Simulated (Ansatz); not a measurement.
`[NH2][Mo](=[O])(=[O])[F]` at its PBE0-D4/def2-TZVP geometry, where that method's forces vanish. Charge 0, multiplicity 1. Mo takes the def2 core potential.

```tsv
atom	x (Å)	y (Å)	z (Å)
N1	-0.690	0.872	-0.381
Mo2	0.440	-0.536	0.257
O3	1.558	-0.888	-0.939
O4	-0.520	-1.871	0.571
F5	1.311	-0.005	1.802
H6	-0.418	1.512	-1.114
H7	-1.681	0.915	-0.196
```

(1) For each bond, give half the difference of the two atoms' forces along it (eV/Å; positive pushes the atoms apart) under PBE-D4, r2SCAN-D4, B3LYP-D4, ωB97M-V in def2-TZVPP. (Estimate.)

Answers

(1) The calculation gave: 
```json
{"bond": "N1–Mo2", "length (Å)": "1.914", "PBE-D4": "-0.16", "r2SCAN-D4": "0.00", "B3LYP-D4": "0.13", "ωB97M-V": "0.18"}
{"bond": "N1–H6", "length (Å)": "1.010", "PBE-D4": "0.12", "r2SCAN-D4": "-0.05", "B3LYP-D4": "-0.10", "ωB97M-V": "-0.04"}
{"bond": "N1–H7", "length (Å)": "1.010", "PBE-D4": "0.12", "r2SCAN-D4": "-0.05", "B3LYP-D4": "-0.10", "ωB97M-V": "-0.04"}
{"bond": "Mo2–O3", "length (Å)": "1.674", "PBE-D4": "0.95", "r2SCAN-D4": "0.53", "B3LYP-D4": "0.40", "ωB97M-V": "-0.32"}
{"bond": "Mo2–O4", "length (Å)": "1.674", "PBE-D4": "0.95", "r2SCAN-D4": "0.53", "B3LYP-D4": "0.40", "ωB97M-V": "-0.32"}
{"bond": "Mo2–F5", "length (Å)": "1.852", "PBE-D4": "0.01", "r2SCAN-D4": "-0.12", "B3LYP-D4": "0.12", "ωB97M-V": "0.20"}
```

B3LYP here is the variant with VWN-RPA as its local correlation; programs differ in this.

Computed with Ansatz.
